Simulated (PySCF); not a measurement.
Sn(H)(OMe) (CH₄OSn), SMILES C[O][SnH] (connectivity only; charge and spin as stated), neutral, multiplicity 1.

The structure is a stationary point at B3LYP-D3(BJ)/def2-SVP. The def2 effective core potentials stand for the cores of Sn; spin–orbit coupling is left out.

Calculation: M06-2X/def2-TZVPD run with PySCF.

Isolated molecule, no solvent.

Computed frontier levels, gap, dipole moment and polarisability:
```yaml
highest_occupied_level: -7.87 eV
lowest_empty_level: -1.76 eV
orbital_gap: 6.11 eV
dipole_moment: 1.32 D
quadrupole, principal values (traceless, Buckingham form, about the centre of nuclear charge): -6.32, 1.10, 5.22 D·Å
mean_static_polarisability: 63.3 bohr³ (9.39 Å³)
polarisability_principal_values: 51.7, 63.4, 75.0 bohr³
```
